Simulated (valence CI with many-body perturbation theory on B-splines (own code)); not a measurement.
**Hf39+: E2, M1, M2 decay**

Calculated by configuration interaction combined with many-body perturbation theory (CI+MBPT): five valence electrons over a frozen Dirac-Fock core [Ar] 3d10, a basis of 9 s, 9 p, 8 d, 6 f, 3 g, 1 h functions for each j, with the one-electron correlation potential Σ1 (screened to all orders), the two-electron term Σ2, the three-electron term Σ3, Breit, model QED; selected single and double excitations, second order for the rest (own B-spline code, finite nucleus).

The last digits are not significant, and no measured levels were compared; by estimate large intervals hold to a few tenths of a per cent, small ones and those within an open d or f shell to about a per cent. Among the levels kept, up to 300 cm⁻¹ of a level comes from second order outside the variational space, and about a tenth of that is noise between levels of different J, which matters for small intervals.

Lines 1 to 19 of 19 in falling wavelength, among levels below 2828600 cm⁻¹, chosen from the decays that carry over 1 % of a level's rate. Wavelengths and rates use the calculated energies. Electric multipoles are in the length gauge, E1 and E2 with the static RPA response of the core. Weak lines are less certain than strong ones. Lines between different terms over intervals too small for the method are left out, as are lines whose strength nearly cancels.

Levels are named by their leading jj configuration (3d3/2^4 stands for four electrons in 3d with j = 3/2), which in mixed levels can hold well under half, so a name can repeat and another be missing. Letters in brackets count levels of one name in rising energy.

```
λ vac (Å)                           Upper                               Lower  Type   A (s⁻¹)  Branch %
    690.4  (4s^2 4p1/2 4p3/2 4d5/2) J=9/2      (4s^2 4p1/2 4p3/2 4d3/2) J=7/2    M1  3.54e+04      38.0
    186.2      (4s^2 4p3/2^2 4d5/2) J=9/2  (4s^2 4p1/2 4p3/2 4d5/2) J=7/2 [b]    M1  1.21e+06      23.2
    178.5  (4s^2 4p1/2 4p3/2 4d5/2) J=9/2          (4s^2 4p1/2^2 4d5/2) J=5/2    E2  2.14e+04      23.0
    162.6      (4s^2 4p1/2 4p3/2^2) J=3/2          (4s^2 4p1/2^2 4p3/2) J=3/2    M1  4.49e+06      99.3
    160.6            (4s^2 4p3/2^3) J=3/2          (4s^2 4p1/2 4p3/2^2) J=1/2    M1  1.13e+06      12.7
    156.8      (4s^2 4p3/2^2 4d5/2) J=9/2      (4s^2 4p1/2 4p3/2 4d5/2) J=9/2    M1  2.03e+06      38.7
    156.8      (4s^2 4p3/2^2 4d5/2) J=9/2      (4s^2 4p1/2 4p3/2 4d5/2) J=9/2    E2  7.16e+04       1.4
    152.1      (4s^2 4p1/2 4p3/2^2) J=5/2          (4s^2 4p1/2^2 4p3/2) J=3/2    M1  7.93e+05      85.5
    152.1      (4s^2 4p1/2 4p3/2^2) J=5/2          (4s^2 4p1/2^2 4p3/2) J=3/2    E2  1.34e+05      14.5
    150.4  (4s^2 4p1/2 4p3/2 4d5/2) J=9/2          (4s 4p1/2^2 4p3/2^2) J=5/2    E2  2.98e+04      32.0
    148.0            (4s^2 4p3/2^3) J=3/2          (4s^2 4p1/2 4p3/2^2) J=5/2    M1  1.40e+06      15.7
    148.0            (4s^2 4p3/2^3) J=3/2          (4s^2 4p1/2 4p3/2^2) J=5/2    E2  2.61e+05       2.9
    146.1      (4s^2 4p3/2^2 4d5/2) J=9/2  (4s^2 4p1/2 4p3/2 4d5/2) J=7/2 [a]    M1  1.68e+06      32.0
    146.1      (4s^2 4p3/2^2 4d5/2) J=9/2  (4s^2 4p1/2 4p3/2 4d5/2) J=7/2 [a]    E2  6.82e+04       1.3
    140.8      (4s^2 4p1/2 4p3/2^2) J=1/2          (4s^2 4p1/2^2 4p3/2) J=3/2    M1  2.95e+06      95.5
    140.8      (4s^2 4p1/2 4p3/2^2) J=1/2          (4s^2 4p1/2^2 4p3/2) J=3/2    E2  1.39e+05       4.5
    139.3            (4s^2 4p3/2^3) J=3/2          (4s^2 4p1/2 4p3/2^2) J=3/2    M1  5.95e+06      66.7
    127.8      (4s^2 4p3/2^2 4d5/2) J=9/2      (4s^2 4p1/2 4p3/2 4d3/2) J=7/2    M1  8.88e+04       1.7
    75.49  (4s^2 4p1/2 4p3/2 4d5/2) J=9/2          (4s^2 4p1/2 4p3/2^2) J=5/2    M2  5.43e+03       5.8
```
